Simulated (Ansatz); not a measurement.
Relaxation of the cluster B8H13⁻ with RKS r2SCAN-D4/def2-SVPD.

```sh
$ ansatz run in.yaml --threads 4 --pin off --events-out ev --progress --plain --max-ram 4787MiB
```

```yaml
crystal:
  periodic: [false, false, false]
  atoms:
    - {symbol: B, position_ang: [-0.592990, -1.465740, -0.857720]}
    - {symbol: B, position_ang: [-0.849060, 1.663770, 1.069440]}
    - {symbol: B, position_ang: [1.144140, -0.525940, -0.365210]}
    - {symbol: B, position_ang: [-1.534230, -0.260940, 0.883300]}
    - {symbol: B, position_ang: [-0.140650, -1.197530, 0.745880]}
    - {symbol: B, position_ang: [0.349090, 0.506790, 1.159690]}
    - {symbol: B, position_ang: [0.720360, -0.385300, -1.975220]}
    - {symbol: B, position_ang: [1.441750, 1.206610, -0.066260]}
    - {symbol: H, position_ang: [-1.106580, 2.379770, 0.151130]}
    - {symbol: H, position_ang: [-2.175160, -0.655990, 1.818580]}
    - {symbol: H, position_ang: [2.542750, 1.404550, 0.378310]}
    - {symbol: H, position_ang: [-0.597500, -2.649220, -1.057330]}
    - {symbol: H, position_ang: [0.250780, 0.565440, -2.519620]}
    - {symbol: H, position_ang: [0.108200, -2.093780, 1.488690]}
    - {symbol: H, position_ang: [0.864170, 0.347660, 2.230970]}
    - {symbol: H, position_ang: [2.082770, -1.224690, -0.102720]}
    - {symbol: H, position_ang: [1.201950, -1.189070, -2.730270]}
    - {symbol: H, position_ang: [-2.198910, 0.361280, 0.101860]}
    - {symbol: H, position_ang: [-1.317170, 2.031600, 2.116050]}
    - {symbol: H, position_ang: [1.083970, 2.054990, -0.823060]}
    - {symbol: H, position_ang: [-1.277670, -0.874260, -1.646500]}
basis:
  gaussian: {orbitals: def2-SVPD}
total_charge: -1
hamiltonian: {xc: r2scan, dispersion: d4}
scf: {lower_state_search: "off"}
output: {orbitals: {seedname: orbitals}}
relax: {f_tol: 0.02, max_steps: 100}
```

It took 92 s on 4 threads of Arm Neoverse V1 on a shared host.

Positions (Å) and forces (eV/Å) at steps 1, 2, 3, 4, 5, 6, 7, 8, 9, 10, 11, 12 of 12:

```xyz
21
step=1 energy=-5614.0222 eV
B    -0.593   -1.466   -0.858    0.387    0.945    0.621
B    -0.849    1.664    1.069   -0.284    0.479   -0.895
B     1.144   -0.526   -0.365   -1.659   -0.689    1.685
B    -1.534   -0.261    0.883    1.002    0.089   -0.563
B    -0.141   -1.198    0.746    1.313   -0.334    0.892
B     0.349    0.507    1.160   -0.404   -2.337   -0.738
B     0.720   -0.385   -1.975   -0.570    0.750   -0.366
B     1.442    1.207   -0.066   -0.418    0.824   -0.785
H    -1.107    2.380    0.151   -0.067    0.225   -0.296
H    -2.175   -0.656    1.819   -0.005   -0.261    0.229
H     2.543    1.405    0.378    0.284   -0.129    0.234
H    -0.598   -2.649   -1.057    0.015   -0.311    0.178
H     0.251    0.565   -2.520   -0.143    0.321   -0.172
H     0.108   -2.094    1.489    0.068   -0.228    0.192
H     0.864    0.348    2.231    0.111   -0.149    0.255
H     2.083   -1.225   -0.103    0.178   -0.199    0.153
H     1.202   -1.189   -2.730    0.125   -0.369   -0.093
H    -2.199    0.361    0.102    0.012    0.717   -0.114
H    -1.317    2.032    2.116   -0.114   -0.078    0.369
H     1.084    2.055   -0.823   -0.074    0.282   -0.227
H    -1.278   -0.874   -1.647    0.243    0.452   -0.559
21
step=2 energy=-5614.9338 eV
B    -0.580   -1.428   -0.791    0.342    0.784    0.403
B    -0.830    1.652    0.960   -0.537   -0.399   -0.337
B     1.080   -0.558   -0.303   -0.650   -0.415    1.013
B    -1.466   -0.294    0.856    0.797    0.199   -0.409
B    -0.092   -1.294    0.835    0.607    0.676   -0.165
B     0.327    0.416    1.136   -0.027   -1.248   -0.243
B     0.664   -0.302   -1.937   -0.743   -0.191    0.026
B     1.363    1.223   -0.118   -0.281   -0.057   -0.091
H    -1.073    2.383    0.038    0.010    0.038   -0.098
H    -2.128   -0.699    1.785   -0.119    0.016   -0.013
H     2.472    1.380    0.358    0.050   -0.006    0.030
H    -0.615   -2.621   -0.993   -0.087   -0.029   -0.088
H     0.209    0.665   -2.486   -0.038    0.102   -0.014
H     0.139   -2.204    1.576   -0.057   -0.082    0.024
H     0.847    0.278    2.219    0.053    0.182    0.117
H     2.039   -1.248   -0.053    0.183    0.023   -0.133
H     1.128   -1.147   -2.681    0.093    0.023   -0.033
H    -2.058    0.489    0.118    0.097    0.225    0.113
H    -1.320    1.983    2.024    0.049    0.071    0.039
H     1.018    2.086   -0.878    0.009    0.011   -0.006
H    -1.124   -0.759   -1.667    0.251    0.079   -0.136
21
step=3 energy=-5615.4395 eV
B    -0.565   -1.350   -0.718    0.106   -0.108    0.117
B    -0.857    1.559    0.842   -0.496   -0.424   -0.070
B     1.056   -0.604   -0.231    0.630   -0.435    0.138
B    -1.376   -0.309    0.804    0.102   -0.072    0.150
B    -0.021   -1.337    0.899    0.138    0.601   -0.379
B     0.334    0.326    1.147    0.341   -0.026    0.696
B     0.543   -0.271   -1.864   -0.538   -0.346    0.013
B     1.299    1.189   -0.125   -0.173   -0.239    0.097
H    -1.063    2.285   -0.101    0.042   -0.010    0.024
H    -2.108   -0.702    1.696   -0.096    0.164   -0.203
H     2.415    1.344    0.354   -0.070    0.038   -0.057
H    -0.671   -2.538   -0.971   -0.124    0.208   -0.166
H     0.102    0.725   -2.388    0.060    0.006    0.021
H     0.154   -2.274    1.627   -0.144    0.011   -0.083
H     0.853    0.307    2.254   -0.104    0.225   -0.153
H     2.079   -1.255   -0.076   -0.080    0.174   -0.222
H     1.068   -1.073   -2.631   -0.082    0.204    0.041
H    -1.903    0.589    0.104    0.091    0.073    0.172
H    -1.303    1.956    1.914    0.051    0.049   -0.219
H     0.953    2.051   -0.888    0.146   -0.024    0.087
H    -0.989   -0.620   -1.649    0.200   -0.068   -0.005
21
step=4 energy=-5615.6249 eV
B    -0.542   -1.325   -0.662   -0.021   -0.412    0.031
B    -0.899    1.470    0.740    0.203    0.021    0.100
B     1.092   -0.649   -0.192    0.445   -0.125   -0.375
B    -1.313   -0.332    0.800   -0.159   -0.204    0.311
B     0.052   -1.349    0.941   -0.128    0.266   -0.270
B     0.365    0.289    1.197    0.043    0.428    0.437
B     0.426   -0.252   -1.807    0.246    0.089    0.065
B     1.292    1.149   -0.099   -0.170   -0.118    0.015
H    -1.048    2.171   -0.238    0.104   -0.016    0.038
H    -2.122   -0.695    1.623   -0.103    0.105   -0.026
H     2.402    1.302    0.383    0.087    0.028    0.030
H    -0.738   -2.476   -0.982   -0.037    0.037   -0.148
H     0.010    0.789   -2.274    0.081   -0.034    0.074
H     0.154   -2.311    1.645   -0.107   -0.028   -0.033
H     0.847    0.401    2.301    0.042    0.109    0.014
H     2.140   -1.253   -0.163    0.080    0.047   -0.060
H     0.939   -0.982   -2.626    0.059    0.010   -0.130
H    -1.802    0.635    0.127   -0.270   -0.310   -0.228
H    -1.353    1.951    1.757   -0.024    0.135    0.023
H     0.994    2.028   -0.852    0.095    0.056    0.012
H    -0.895   -0.561   -1.621   -0.467   -0.084    0.120
21
step=5 energy=-5615.7127 eV
B    -0.544   -1.355   -0.658    0.067   -0.245   -0.084
B    -0.900    1.457    0.725   -0.004    0.160    0.056
B     1.108   -0.653   -0.205    0.150   -0.154   -0.066
B    -1.325   -0.352    0.823   -0.095   -0.010    0.251
B     0.053   -1.344    0.938   -0.011    0.128   -0.111
B     0.366    0.303    1.215    0.004    0.024    0.225
B     0.412   -0.246   -1.797    0.123   -0.009   -0.126
B     1.301    1.148   -0.089    0.086    0.067    0.005
H    -0.991    2.135   -0.276   -0.056   -0.085    0.051
H    -2.150   -0.689    1.649    0.027    0.064   -0.100
H     2.420    1.295    0.404   -0.095   -0.024   -0.029
H    -0.738   -2.501   -1.013   -0.014    0.114   -0.019
H     0.007    0.815   -2.214   -0.040   -0.045    0.011
H     0.141   -2.314    1.638   -0.035    0.026   -0.033
H     0.859    0.441    2.319   -0.056    0.018   -0.129
H     2.173   -1.242   -0.190   -0.112    0.081   -0.027
H     0.926   -0.944   -2.665   -0.101    0.126    0.126
H    -1.828    0.576    0.102    0.021   -0.078    0.017
H    -1.367    1.999    1.720    0.049   -0.067   -0.171
H     1.032    2.046   -0.838    0.101   -0.046    0.064
H    -0.954   -0.576   -1.585   -0.009   -0.044    0.089
21
step=6 energy=-5615.7343 eV
B    -0.534   -1.380   -0.651    0.068    0.057   -0.067
B    -0.901    1.445    0.682    0.015   -0.077   -0.043
B     1.118   -0.656   -0.214   -0.134    0.019    0.043
B    -1.324   -0.365    0.852    0.054    0.107   -0.001
B     0.064   -1.340    0.939   -0.023    0.039   -0.038
B     0.366    0.313    1.223   -0.058   -0.067   -0.094
B     0.385   -0.214   -1.780   -0.063    0.021    0.066
B     1.345    1.144   -0.065   -0.059   -0.060    0.006
H    -1.016    2.059   -0.352    0.096    0.020   -0.068
H    -2.159   -0.676    1.668   -0.014   -0.030    0.027
H     2.451    1.244    0.458   -0.011   -0.021    0.009
H    -0.729   -2.509   -1.035   -0.004   -0.033    0.010
H    -0.072    0.840   -2.156    0.027    0.053    0.050
H     0.144   -2.311    1.636    0.037   -0.006    0.023
H     0.853    0.474    2.316    0.013   -0.003    0.048
H     2.180   -1.232   -0.220    0.037   -0.032    0.007
H     0.876   -0.868   -2.679    0.008   -0.027   -0.033
H    -1.832    0.522    0.091    0.051    0.020    0.073
H    -1.382    2.030    1.633   -0.018    0.006    0.025
H     1.153    2.065   -0.807   -0.117    0.030   -0.052
H    -0.985   -0.586   -1.538    0.093   -0.018    0.009
21
step=7 energy=-5615.7419 eV
B    -0.527   -1.388   -0.649    0.039    0.043   -0.002
B    -0.882    1.435    0.656    0.034    0.010   -0.055
B     1.116   -0.667   -0.208   -0.061    0.010    0.045
B    -1.319   -0.368    0.862    0.041    0.039   -0.017
B     0.064   -1.348    0.943   -0.062   -0.003   -0.024
B     0.365    0.301    1.232   -0.023   -0.068   -0.057
B     0.377   -0.196   -1.761   -0.018    0.061    0.042
B     1.322    1.135   -0.067   -0.048    0.066   -0.069
H    -0.954    2.027   -0.398   -0.076   -0.050    0.055
H    -2.161   -0.670    1.673   -0.019   -0.017    0.024
H     2.428    1.245    0.450    0.030    0.005    0.008
H    -0.727   -2.512   -1.043   -0.005   -0.033    0.002
H    -0.078    0.875   -2.097   -0.029   -0.079   -0.014
H     0.144   -2.320    1.640    0.035   -0.005    0.022
H     0.850    0.474    2.324    0.021   -0.002    0.038
H     2.181   -1.236   -0.223    0.040   -0.023    0.006
H     0.861   -0.823   -2.681    0.036   -0.024   -0.036
H    -1.818    0.517    0.096   -0.005    0.042   -0.011
H    -1.369    2.050    1.584   -0.004    0.026    0.040
H     1.104    2.054   -0.808    0.066   -0.026    0.038
H    -0.977   -0.586   -1.526    0.009    0.031   -0.035
21
step=8 energy=-5615.7261 eV rejected
B    -0.527   -1.402   -0.659   -0.073    0.023    0.102
B    -0.869    1.433    0.652    0.109    0.079   -0.043
B     1.097   -0.677   -0.198    0.141    0.037   -0.069
B    -1.337   -0.367    0.867    0.088   -0.092   -0.078
B     0.048   -1.353    0.941   -0.131    0.009   -0.117
B     0.350    0.281    1.217    0.113    0.180    0.145
B     0.387   -0.184   -1.745    0.060    0.117   -0.008
B     1.279    1.123   -0.090    0.014    0.023   -0.014
H    -0.970    2.027   -0.397   -0.075   -0.038   -0.017
H    -2.178   -0.658    1.687    0.005   -0.008   -0.032
H     2.386    1.211    0.435   -0.005    0.046   -0.027
H    -0.721   -2.525   -1.063   -0.018    0.022   -0.003
H    -0.089    0.871   -2.100   -0.070   -0.046    0.014
H     0.205   -2.286    1.664   -0.096   -0.200    0.070
H     0.843    0.444    2.304    0.033    0.059    0.115
H     2.164   -1.236   -0.199    0.096   -0.062   -0.024
H     0.921   -0.774   -2.659   -0.012   -0.103   -0.061
H    -1.819    0.529    0.101   -0.066   -0.017   -0.019
H    -1.300    2.067    1.591   -0.095    0.015    0.064
H     1.094    2.055   -0.824    0.037   -0.017    0.041
H    -0.965   -0.579   -1.524   -0.054   -0.026   -0.040
21
step=9 energy=-5615.7461 eV
B    -0.527   -1.386   -0.655   -0.005   -0.008    0.019
B    -0.880    1.441    0.665    0.014    0.014    0.008
B     1.113   -0.668   -0.204    0.053   -0.011   -0.004
B    -1.323   -0.362    0.859   -0.001   -0.018    0.004
B     0.056   -1.349    0.940   -0.035   -0.025   -0.003
B     0.364    0.297    1.228    0.027    0.013    0.043
B     0.387   -0.198   -1.763    0.022    0.000   -0.007
B     1.311    1.136   -0.075   -0.010   -0.007   -0.001
H    -0.982    2.034   -0.383   -0.006    0.005   -0.005
H    -2.164   -0.669    1.672    0.006   -0.001   -0.009
H     2.419    1.242    0.442   -0.001    0.007   -0.006
H    -0.728   -2.513   -1.046   -0.002    0.008    0.007
H    -0.083    0.857   -2.117   -0.003    0.014   -0.007
H     0.154   -2.314    1.645   -0.010    0.007   -0.012
H     0.852    0.464    2.323   -0.013    0.003   -0.023
H     2.180   -1.239   -0.211   -0.021    0.012   -0.006
H     0.887   -0.829   -2.676   -0.006    0.012    0.019
H    -1.820    0.531    0.101   -0.013   -0.015   -0.002
H    -1.353    2.051    1.607    0.010   -0.007   -0.015
H     1.104    2.057   -0.814    0.007    0.004   -0.003
H    -0.968   -0.583   -1.537   -0.014   -0.009    0.003
21
step=10 energy=-5615.7466 eV
B    -0.527   -1.387   -0.654   -0.012    0.004    0.006
B    -0.877    1.439    0.662    0.017    0.011    0.005
B     1.113   -0.669   -0.203    0.023   -0.002    0.003
B    -1.323   -0.364    0.861    0.003   -0.005   -0.012
B     0.055   -1.350    0.940   -0.009    0.001   -0.007
B     0.364    0.296    1.228    0.017    0.009    0.020
B     0.387   -0.194   -1.759    0.016    0.010   -0.003
B     1.310    1.135   -0.076   -0.021   -0.021    0.002
H    -0.983    2.029   -0.389   -0.001    0.002   -0.005
H    -2.165   -0.670    1.673    0.002   -0.001   -0.003
H     2.418    1.242    0.440   -0.001    0.003   -0.003
H    -0.728   -2.513   -1.046   -0.001    0.002    0.000
H    -0.086    0.861   -2.112   -0.005   -0.002   -0.003
H     0.153   -2.315    1.644   -0.005   -0.006   -0.001
H     0.852    0.465    2.322   -0.005    0.006   -0.001
H     2.180   -1.240   -0.212   -0.003    0.000   -0.006
H     0.889   -0.821   -2.673   -0.001    0.000    0.002
H    -1.821    0.528    0.100   -0.007   -0.010    0.005
H    -1.348    2.053    1.601    0.000    0.001   -0.002
H     1.107    2.057   -0.816   -0.002    0.006    0.001
H    -0.969   -0.582   -1.534   -0.003   -0.009    0.001
21
step=11 energy=-5615.7456 eV rejected
B    -0.528   -1.384   -0.657   -0.015   -0.029    0.042
B    -0.864    1.442    0.661   -0.063   -0.027   -0.027
B     1.112   -0.667   -0.203    0.019    0.014    0.021
B    -1.324   -0.364    0.864    0.007   -0.007   -0.005
B     0.052   -1.352    0.937   -0.005   -0.002   -0.009
B     0.364    0.293    1.232    0.031    0.011   -0.010
B     0.389   -0.192   -1.761   -0.017    0.004   -0.001
B     1.301    1.141   -0.069   -0.009   -0.065   -0.014
H    -0.984    2.017   -0.397    0.002    0.016    0.007
H    -2.162   -0.669    1.682    0.002   -0.006   -0.017
H     2.409    1.247    0.448   -0.005    0.023    0.003
H    -0.723   -2.512   -1.046   -0.013    0.007   -0.003
H    -0.079    0.862   -2.124   -0.017   -0.008    0.012
H     0.151   -2.319    1.639    0.000    0.000    0.000
H     0.850    0.457    2.327    0.004    0.008    0.003
H     2.180   -1.235   -0.214   -0.005   -0.008   -0.012
H     0.889   -0.826   -2.672    0.011    0.002    0.006
H    -1.825    0.523    0.105    0.031    0.023    0.025
H    -1.330    2.065    1.597    0.003    0.003   -0.004
H     1.098    2.057   -0.814    0.013    0.016    0.007
H    -0.975   -0.584   -1.536    0.026    0.025   -0.025
21
step=12 energy=-5615.7469 eV
B    -0.527   -1.387   -0.654   -0.016    0.007    0.008
B    -0.872    1.440    0.660    0.008   -0.002   -0.009
B     1.114   -0.670   -0.202    0.000    0.003    0.005
B    -1.323   -0.364    0.862   -0.002   -0.004   -0.017
B     0.053   -1.352    0.939    0.010    0.014   -0.003
B     0.365    0.294    1.230    0.003   -0.005    0.002
B     0.389   -0.191   -1.757    0.004    0.013    0.005
B     1.305    1.134   -0.076   -0.015   -0.009   -0.005
H    -0.984    2.025   -0.392   -0.003    0.000   -0.001
H    -2.164   -0.671    1.674   -0.002    0.000    0.001
H     2.412    1.243    0.440    0.002    0.002   -0.002
H    -0.729   -2.513   -1.046   -0.001   -0.001   -0.002
H    -0.089    0.862   -2.113   -0.003   -0.002    0.000
H     0.151   -2.317    1.643   -0.003   -0.010    0.004
H     0.852    0.465    2.324    0.001    0.004    0.009
H     2.180   -1.240   -0.214    0.007   -0.005   -0.003
H     0.893   -0.817   -2.670    0.004   -0.005   -0.005
H    -1.821    0.526    0.102    0.002    0.001    0.005
H    -1.339    2.058    1.598   -0.002    0.002    0.006
H     1.103    2.057   -0.815    0.001    0.002    0.000
H    -0.969   -0.583   -1.534    0.004   -0.004    0.000
```

Another isomer (singlet) lies 1.45 eV lower at PBE0-D4/def2-TZVPD; other spin states weren't run for this one.
